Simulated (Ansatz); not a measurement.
[WO3Br]- (WBrO3⁻): single points at one geometry.

```yaml
crystal:
  periodic: [false, false, false]
  atoms:
    - {symbol: W, position_ang: [0.072446, 0.125075, 0.052060]}
    - {symbol: O, position_ang: [0.086913, 0.113209, 1.804087]}
    - {symbol: O, position_ang: [1.721671, 0.140528, -0.539334]}
    - {symbol: O, position_ang: [-0.756061, 1.563284, -0.509243]}
    - {symbol: Br, position_ang: [-1.124969, -1.942095, -0.807569]}
basis:
  gaussian: {orbitals: def2-TZVPD, initial_orbitals: start.molden}
total_charge: -1
hamiltonian: {xc: {name: B97M-V}}
scf: {omitted_lower_state_checks: [starts]}
output: {orbitals: {seedname: orbitals}}
```

The file start.molden holds the orbitals of an earlier run on this structure, at another level or in another basis.

```sh
$ ansatz run in.yaml --threads 4 --pin off --events-out ev --progress --plain --max-ram 3916MiB
```

It prints (some lines left out):

```
Functional definition: B97M-V
1318 factors; their error is unknown
mean field evaluation 1: about -78010.0031 eV, gradient 1.8e1 eV
mean field evaluation 2: about -78010.2041 eV, gradient 2.5e-1 eV
mean field evaluation 4: about -78010.2013 eV, gradient 1.5e-1 eV
mean field evaluation 8: about -78010.2013 eV, gradient 7.0e-6 eV
mean field -78010.20134824 eV, -2866.8220223340 hartree, gradient 7.0e-6 eV, S^2 0.000000; 0 other end points of the search recorded, 0 dependent functions left out
reference -78010.20144151 eV, -2866.8220257618 hartree; 37, 37 occupied and 183, 183 virtual orbitals, 1318 factors
Total energy: -78010.20144151 eV, -2866.8220257618 hartree
Checks for a lower state left out: starts
```

Hardware: 4 threads of Arm Neoverse V1 on a shared host. Wall time 11 s.

First input, but with `gaussian: {orbitals: def2-SVPD, initial_orbitals: start.molden}`, `hamiltonian: {xc: pbe0, dispersion: d4}` (abridged; 2.2 s):

```
Functional definition: PBE0
mean field -77993.48665884 eV, -2866.2077688282 hartree, gradient 3.9e-5 eV, S^2 0.000000
Total energy: -77993.63796875 eV, -2866.2133293648 hartree
Checks for a lower state left out: starts
```

First input, but with `hamiltonian: {xc: pbe}`, `correlation: {method: rpa}` and without the key `output` (abridged; 6.5 s):

```
Functional definition: PBE
mean field -78009.66432761 eV, -2866.8022871900 hartree, gradient 5.5e-6 eV, S^2 0.000000
12 core orbitals not correlated: weight in the atoms' cores, before any rotation towards them, 1.000 or more for the frozen orbitals, at most 0.000 for the correlated occupied ones
Total energy: -77979.36126245 eV, -2865.6886700855 hartree
Checks for a lower state left out: starts
```

As the first input, with `hamiltonian: {xc: hf}` (abridged; 2.2 s):

```
Functional definition: HF
mean field -77926.17571815 eV, -2863.7341373829 hartree, gradient 8.6e-6 eV, S^2 0.000000
Total energy: -77926.17571815 eV, -2863.7341373829 hartree
Checks for a lower state left out: starts
```

As the first input, with `hamiltonian: {xc: r2scan, dispersion: d4}` (abridged; 4.8 s):

```
Functional definition: r2SCAN
mean field -78022.70134847 eV, -2867.2813888697 hartree, gradient 9.3e-6 eV, S^2 0.000000
Total energy: -78022.74079936 eV, -2867.2828386633 hartree
Checks for a lower state left out: starts
```

First input, but with `hamiltonian: {xc: {name: CAM-B3LYP}, dispersion: d4}` (abridged; 4.6 s):

```
Functional definition: CAM-B3LYP
mean field -78024.58452336 eV, -2867.3505942707 hartree, gradient 1.2e-5 eV, S^2 0.000000
Total energy: -78024.74295652 eV, -2867.3564165820 hartree
Checks for a lower state left out: starts
```

First input, but with `gaussian: {orbitals: def2-SVPD, initial_orbitals: start.molden}`, `correlation: {method: ccsd_t}` and without the key `hamiltonian` (abridged; 46 s):

```
Functional definition: HF
mean field -77909.56266565 eV, -2863.1236189644 hartree, gradient 1.1e-6 eV, S^2 0.000000
12 core orbitals not correlated: weight in the atoms' cores, before any rotation towards them, 1.000 or more for the frozen orbitals, at most 0.000 for the correlated occupied ones
second order -34.49108800 eV of doubles, -0.00000000 eV of singles
cycle   1  -29.90227039 eV  change     4.6e0 eV  update   3.2e-1
cycle   2  -31.90567415 eV  change    -2.0e0 eV  update   2.2e-1
cycle   3  -32.25135218 eV  change   -3.5e-1 eV  update   3.9e-2
cycle   4  -32.23358258 eV  change    1.8e-2 eV  update   1.6e-2
cycle   5  -32.22514417 eV  change    8.4e-3 eV  update   3.4e-3
cycle   6  -32.22873624 eV  change   -3.6e-3 eV  update   1.5e-3
cycle   7  -32.22857904 eV  change    1.6e-4 eV  update   6.3e-4
cycle   8  -32.22777952 eV  change    8.0e-4 eV  update   2.8e-4
cycle   9  -32.22797551 eV  change   -2.0e-4 eV  update   9.3e-5
cycle  10  -32.22806810 eV  change   -9.3e-5 eV  update   4.5e-5
cycle  11  -32.22799854 eV  change    7.0e-5 eV  update   2.2e-5
cycle  12  -32.22797858 eV  change    2.0e-5 eV  update   1.2e-5
perturbative correction -1.73571000 eV, -0.0637861660 hartree
Total energy: -77943.52635424 eV, -2864.3717614985 hartree
Checks for a lower state left out: starts
```

Geometry: B3LYP-D4/def2-SVPD.

In the def2 sets W takes a core potential; there is no spin–orbit coupling. Correlated methods freeze 12 core orbitals; core or outer-core shells of W, Br are correlated, in sets that lack core-valence functions. At RPA@PBE/def2-TZVPD, CCSD(T)/def2-SVPD the test of the restricted singlet for broken spin symmetry was undecided.
